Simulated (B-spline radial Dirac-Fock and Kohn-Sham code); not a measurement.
## Ga³⁺ 2p1/2: cross section and angular parameters

System: gallium as Ga³⁺ in the configuration 1s2 2s2 2p6 3s2 3p6 3d10; threshold 1185.2 eV (orbital energy of the model). The computed values come from a radial atomic solver: Dirac-Hartree-Slater photoionisation with a Latter tail; cross sections with all multipoles, angular parameters from the dipole term and its interference with E2.

For linearly polarised light dσ/dΩ = σ/(4π) [1 + β P₂(cos θ) + (δ + γ cos²θ) sin θ cos φ], with θ from the polarisation vector and φ the angle between the beam and the projection of the electron momentum on the plane normal to the polarisation.

```tsv
hν (eV)	σ (kb)	β	γ	δ
1240	243	0.931	-0.133	0.008
1750	99.6	1.419	0.083	0.021
2984.4	22.8	1.405	0.583	0.042
3140	19.7	1.393	0.629	0.045
3170	19.1	1.390	0.637	0.046
4000	9.59	1.321	0.840	0.061
6000	2.75	1.162	1.161	0.099
7870	1.15	1.040	1.355	0.135
8047.8	1.07	1.029	1.369	0.139
9720	?	?	?	?
9990	0.526	0.928	1.506	0.176
11100	0.371	0.878	1.569	0.196
14100	0.165	0.767	1.704	0.249
15000	0.134	0.739	1.737	0.264
```

**Question.** Give the values at 9720 eV.

**Answer.** σ = 0.576 kb, β = 0.941, γ = 1.489, δ = 0.171.
